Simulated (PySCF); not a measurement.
C2H7ClSi.
SMILES: `ClCC[SiH3]`

Torsions of this conformer, `[SiH3:1][CH2:2][CH2:3][Cl:4]`: Si1–C2–C3–Cl4 180°.

The closed-shell ground state was solved at several levels (PySCF, density fitting, gas phase, non-relativistic). Isolated species at its PBE0-D3(BJ)/def2-SVP geometry (one conformer only).

| level | basis functions | total energy (Eh) | HOMO (eV) | LUMO (eV) | gap (eV) | dipole (D) |
| --- | --- | --- | --- | --- | --- | --- |
| PBE0/pcSseg-1 | 117 | -829.6976 | -8.38 | 0.32 | 8.70 | 1.68 |
| wB97X-D/def2-SVPD | 147 | -829.8041 | -10.31 | 1.71 | 12.02 | 1.70 |

(1) Estimate the row for HF/pcSseg-2, a basis of 256 functions; the other rows only guide the guess.

(2) Over all these levels, which gives the widest orbital gap and which the narrowest?

(3) How far do the dipole and the HOMO energy spread over the levels?

Answers

(1) Total energy -828.3010 Eh, HOMO -11.57 eV, LUMO 2.50 eV, gap 14.07 eV, dipole 1.84 D.

(2) HF/pcSseg-2 (Hartree–Fock, all exact exchange) has the widest, 14.07 eV, and PBE0/pcSseg-1 (global hybrid, 25 % exact exchange) the narrowest, 8.70 eV. Functional and basis both differ between the two, so the spread mixes both effects. The HOMO need not be the same orbital at Hartree–Fock and at DFT levels.

(3) The dipole runs from 1.68 to 1.84 D (mean 1.74 D) and the HOMO from -11.57 to -8.38 eV.

The pairwise dispersion term of wB97X-D wasn't added to the energies; at a given geometry it leaves orbitals and properties as they are.
